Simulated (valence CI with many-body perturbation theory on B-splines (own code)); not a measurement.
Rh14+: key properties

Method: valence CI with perturbative core correlation (CI+MBPT): three valence electrons over a frozen Dirac-Fock core [Ar] 3d10, radial functions for each j: 9 s, 9 p, 8 d, 6 f, 3 g, 1 h, with the one-electron correlation potential Σ1 (screened to all orders), the two-electron term Σ2, the three-electron term Σ3, Breit, model QED; selected single and double excitations, second order for the rest, scaled by the run's own slope (own B-spline code, finite nucleus).

No measured spectrum was set against this ion. As an estimate, levels hold to about 250 cm⁻¹ or 0.2 % of their energy and the worst to 1 %, as in measured heavy ions of charge 2 to 7; those with d or f electrons hold less well.

Names give the largest LS component (configuration and term), which can be under half, so a name can repeat, a term be missing and a line seem to break the LS rules; names also repeat where a configuration has a term twice.

Rates and lifetimes use the calculated energies. Strong lines usually hold to 10 to 20 %, long lifetimes can be off by a factor of two.

Problem. What is the ground level?

Solution. 4s2 4p 2P°_1/2, composition 98 % 4s2 4p 2P°, g = 0.665.

Problem. Among levels below 851820 cm⁻¹, which E1 lines absorb most strongly from the ground level?

Solution. to 4s2 4d 2D_3/2 at 18.93 nm, f = 0.973; to 4s 4p2 2P_1/2 at 27.31 nm, f = 0.475; to 4s 4p2 2D_3/2 at 30.24 nm, f = 0.261.

Problem. What is the ionisation energy?

Solution. 332.38 eV; NIST lists 331.58 ± 0.14 eV (semi-empirical).

Problem. How is the term 2P° of the ground level split?

Solution. J = 1/2 at 0, J = 3/2 at 45578 cm⁻¹.

Problem. Where does the other parity begin?

Solution. At 4s 4p2 4P_1/2, 245400 cm⁻¹.

Problem. How well does LS coupling describe the low levels?

Solution. Among the lowest 20 levels the leading LS term, summed over configurations, holds 85 % on average. For single configurations the figures are 82 % in LS and 81 % in jj coupling. Terms mix most in the J = 3/2 level at 609770 cm⁻¹, where the leading one holds 38 %.

Problem. Name the longest-lived excited levels whose lifetime is computed, and their main decay.

Solution. 4s2 4p 2P°_3/2 at 45578 cm⁻¹ lives 1.17 ms, mostly by M1 to 4s2 4p 2P°_1/2. The lifetime of 4s 4p 4d 4F°_9/2 is too uncertain to give, and may be longer.
